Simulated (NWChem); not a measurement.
SiH₄S₂O₂; SMILES O[Si](O)(S)S

Program: NWChem. Geometry: optimised at PBE0/def2-SVP. Level: PBE0/def2-SVP with SMD, gas-phase geometry; reactions with the solvents are ignored. One conformer.

| SMD term (kcal/mol) | water | benzene |
|---|---|---|
| distortion of the solute's density | 1.08 | 0.11 |
| polarisation | -12.51 | -3.39 |
| cavity, dispersion and structure | 1.90 | -3.52 |

Q: Sum the solvation free energies, find the transfer free energy from water to benzene and the partition coefficient at 298.15 K.

A: 
1. ΔG(solv, water) = -9.53 kcal/mol and ΔG(solv, benzene) = -6.80 kcal/mol (1 M gas to 1 M solution).
2. Transfer: -6.80 − (-9.53) = 2.73 kcal/mol.
3. log₁₀ K(benzene/water) = −ΔG/(RT ln 10) = -2.73/1.364 = -2.0, so the model puts more of the solute in water.
4. Of the transfer energy, 8.15 kcal/mol is electrostatic and -5.42 comes from the non-electrostatic term. The two phases are taken as the pure solvents.
